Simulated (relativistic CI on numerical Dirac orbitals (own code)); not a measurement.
# Sensitivity of the levels of Eu26+ to α and to the nuclear radius

Computed by Dirac-Coulomb-Breit CI, orbitals from a KLI potential per configuration, derivatives by finite differences, unscaled Slater integrals, QED left out (own radial code, finite nucleus).

Configurations in the expansion (outside the closed core [Ar] 3d10): 4s²4p⁶4d, 4s²4p⁵4d², 4s²4p⁶4f, 4s4p⁶4d², 4s²4p⁵4d4f, 4s4p⁶4d4f. Double excitations out of closed p, d and f shells are left out; levels of such configurations are missing from the list, as are those of other unlisted configurations, and high levels can miss mixing partners.

With x = (α/α₀)² − 1 an excitation energy changes as ω = ω₀ + qx; K = 2q/ω₀ is the relative enhancement. Terms are leading LS components, so labels can repeat. The field-shift factor is F = δν/δ⟨r²⟩ for the transition from the lowest level.

Lowest level 4s²4p⁶4d ²D3/2.

```csv
Level,ω₀ (cm⁻¹),q (cm⁻¹),K,F (GHz/fm²)
4s²4p⁶4d ²D5/2,60833,61060,2.01,0.969
4s²4p⁵4d² ⁴D°1/2,902257,37830,0.0839,4.18
4s²4p⁵4d² ⁴D°3/2,906660,32980,0.0728,4.12
4s²4p⁵4d² ⁴F°5/2,926703,36360,0.0785,4.12
4s²4p⁵4d² ⁴G°7/2,941087,31970,0.068,3.62
4s²4p⁵4d² ⁴D°5/2,956453,79990,0.167,4.7
4s²4p⁵4d² ⁴D°7/2,971988,91840,0.189,4.62
4s²4p⁵4d² ⁴G°9/2,973842,86340,0.177,4.33
4s²4p⁵4d² ⁴P°3/2,977871,47790,0.0977,3.88
4s²4p⁵4d² ²D°3/2,988942,86430,0.175,4.87
4s²4p⁵4d² ⁴P°5/2,990420,90250,0.182,4.92
4s²4p⁵4d² ⁴G°11/2,993116,99980,0.201,4.51
4s²4p⁵4d² ²G°7/2,1008093,84980,0.169,5
4s²4p⁵4d² ⁴P°1/2,1017696,92750,0.182,4.66
4s²4p⁵4d² ²F°7/2,1031939,92610,0.179,5.12
4s²4p⁵4d² ²D°5/2,1034653,97760,0.189,5.09
4s²4p⁵4d² ⁴F°9/2,1042024,109200,0.21,5.35
4s²4p⁵4d² ²D°3/2,1044948,92670,0.177,4.9
4s²4p⁵4d² ²H°11/2,1047234,128500,0.245,5.1
4s²4p⁵4d² ²D°5/2,1055615,140100,0.265,5.61
4s²4p⁵4d² ²F°7/2,1060450,135200,0.255,5.38
4s²4p⁵4d² ²F°5/2,1073236,94450,0.176,5.1
4s²4p⁵4d² ²G°9/2,1081617,123400,0.228,5.58
```

At this charge energies of transitions that change n are usually good to better than 1 %, and those within a shell (Δn = 0) to a few per cent.
